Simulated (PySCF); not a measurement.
Cartesian coordinates in Å; atom numbers follow the order of the lines, from 1:
```xyz
19

N     2.3493    3.1417   -0.2208
C     1.9480    2.0685   -0.1638
C     1.4750    0.7394   -0.0943
C     2.3807   -0.3007   -0.0994
C     1.9326   -1.6240   -0.0316
C     0.5933   -1.8982    0.0395
C    -0.3621   -0.8599    0.0467
C    -1.7470   -1.1191    0.1200
C    -2.6501   -0.0932    0.1252
C    -2.2115    1.2382    0.0577
C    -0.8764    1.5253   -0.0144
C     0.0767    0.4877   -0.0212
H     3.4387   -0.0896   -0.1551
H     2.6555   -2.4263   -0.0368
H     0.2462   -2.9203    0.0920
H    -2.0783   -2.1464    0.1713
H    -3.7086   -0.2995    0.1819
H    -2.9380    2.0369    0.0625
H    -0.5336    2.5486   -0.0669
```

[PySCF 2.14: shieldings: GIAO PBE0/pcSseg-1; GFN2-xTB geometry; isolated molecule; single conformer; non-relativistic]

Shifts are taken against calculated references (same method and geometry level): TMS for ¹³C (σref 186.93).

Question: Do the ¹³C shifts follow the atomic charges (in e)? Tabulate both.

Answer: 
```tsv
atoms	hybridisation	δ (ppm)	σ para (ppm)	Hirshfeld	IAO	Mulliken	ESP-fitted
C4	sp2	140.3	-201	-0.03	-0.12	+0.05	-0.09
C6	sp2	138.9	-200	-0.03	-0.13	+0.01	-0.25
C12	sp2	137.8	-201	+0.01	+0.01	+0.01	+0.25
C7	sp2	136.4	-205	+0.00	+0.00	-0.20	+0.19
C8	sp2	134.6	-197	-0.04	-0.15	-0.03	-0.28
C10	sp2	134.5	-201	-0.04	-0.14	-0.04	-0.10
C9	sp2	133.3	-201	-0.04	-0.15	-0.05	-0.13
C11	sp2	132.6	-195	-0.04	-0.15	-0.01	-0.32
C5	sp2	130.5	-198	-0.04	-0.15	-0.06	-0.16
C2	sp	123.7	-196	+0.08	+0.14	+0.09	+0.44
C3	sp2	115.1	-183	+0.01	-0.05	-0.19	-0.25
```

Correlation coefficients of δ with charge over these carbons: Hirshfeld -0.46, IAO -0.35, Mulliken +0.33, ESP-fitted -0.02; with the paramagnetic shielding -0.86. Among the 10 sp2 carbons alone: Hirshfeld -0.25, IAO -0.07, Mulliken +0.66, ESP-fitted +0.37. With so few points, grouped by hybridisation, these coefficients are fragile. Charge is one influence among several: hybridisation and low-lying excitations act through the paramagnetic term.

Shifts are as computed. Against solution values, carbons near 30 ppm lie about +3 ppm off and those near 130 ppm about +5 ppm. Of 1211 compounds with measured shifts, 218 miss one by over three times the rms of a fit or turn the order of signals round; such compounds aren't used in these exercises.
